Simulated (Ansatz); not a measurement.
An input meant for Sb2AsP⁺, that is PAsSbSb tetrahedron with one electron fewer (charge 1, doublet).

```yaml
crystal:
  periodic: [false, false, false]
  atoms:
    - {symbol: P, position_ang: [-1.291336, 0.377077, -0.548515]}
    - {symbol: As, position_ang: [-0.346280, -0.979687, 1.115952]}
    - {symbol: Sb, position_ang: [0.742874, 1.363725, 0.625411]}
    - {symbol: Sb, position_ang: [0.894742, -0.761115, -1.192848]}
basis:
  gaussian: {orbitals: def2-SVP}
total_charge: 1
magnetization: {spin_polarized: true, initial_magnetization: 1}
hamiltonian: {xc: {name: PBE0}}
outputs: {forces: true}
```

```sh
$ ansatz run in.yaml --threads 4 --pin off --events-out ev --progress --plain --max-ram 3916MiB
```

It prints (some lines left out):

```
Error: YAML parse error: error: line 13 column 1: unknown field `outputs`, expected one of crystal, accuracy, basis, kpoints, hamiltonian, magnetization, projection, total_charge, correlation, batch, efield, external_charges, scf, relax, neb, saddle, md, ramp, phonons, dielectric, real_time, elastic, magnetic_configurations, gw, evaluate, workflow, output, checkpoint, execution
11 | magnetization: {spin_polarized: true, initial_magnetization: 1}
12 | hamiltonian: {xc: {name: PBE0}}
13 | outputs: {forces: true}
```

What is wrong with this run?

The input holds a key that doesn't belong there. The program refused the input.
